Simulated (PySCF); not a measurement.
Ta(O)(Cl)2(Me) (CH₃Cl₂OTa), SMILES [CH3][Ta](=[O])([Cl])[Cl], multiplicity 1. Geometry optimised at PBE-D3(BJ)/def2-SVP. The multiplicity is an assumed one; no other spin state was optimised. The structure was generated by enumeration; whether it is a known compound was not checked. The def2 effective core potentials stand for the cores of Ta; spin–orbit coupling is left out.

Method: PBE-D3(BJ)/def2-SVP (PySCF).

Harmonic wavenumbers (cm⁻¹): 93, 117, 136, 153, 208, 217, 379, 396, 532, 536, 623, 975, 1142, 1338, 1344, 2950, 3057, 3062. Rotational constants (GHz): 2.374, 1.412, 1.186; symmetry number 1.

Q: Work out the zero-point energy and the ideal-gas rigid-rotor harmonic-oscillator thermochemistry at 298.15 K and 1 atm.

A: ZPE = ½ Σ hcν = ½ × 17258 cm⁻¹ = 103.23 kJ/mol. H − E(el) = 126.57 kJ/mol. Entropy in J/(mol K): translation 179.15, rotation 120.42, vibration 84.04, total 383.62. G − E(el) = 12.19 kJ/mol. Cp = 111.02 J/(mol K). Modes under 150 cm⁻¹ make the vibrational entropy uncertain.
